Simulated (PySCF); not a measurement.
Stationary points of ZrH₃

Computed with PBE0/[Zr def2-TZVP with ECP28, H def2-TZVP], scalar-relativistic core potentials, density fitting, no spin–orbit coupling, PySCF.

Relaxations began from a few typed shapes; open shells are unrestricted. The search is not exhaustive: other isomers or separated fragments can lie lower, and high-lying points may rest on an excited occupation.

(1) Which is the lowest minimum found?
A. doublet D3h: Zr–H 1.860 Å (×3); H–Zr–H 120.0° (×3)
B. doublet C3v: Zr–H 1.856 Å (×3); H–Zr–H 116.9° (×3)

Answers

(1) B. The others lie at 1.1 (doublet D3h, a saddle point) kJ/mol above it.

Formally Zr is in oxidation state +3, d1, with 1 unpaired electron. The Mulliken spin on Zr is 1.08. The polar-tensor charge on Zr, 1.19, is far below the formal one.

For the lowest minimum: other spin states or occupations of the open shell can lie lower.
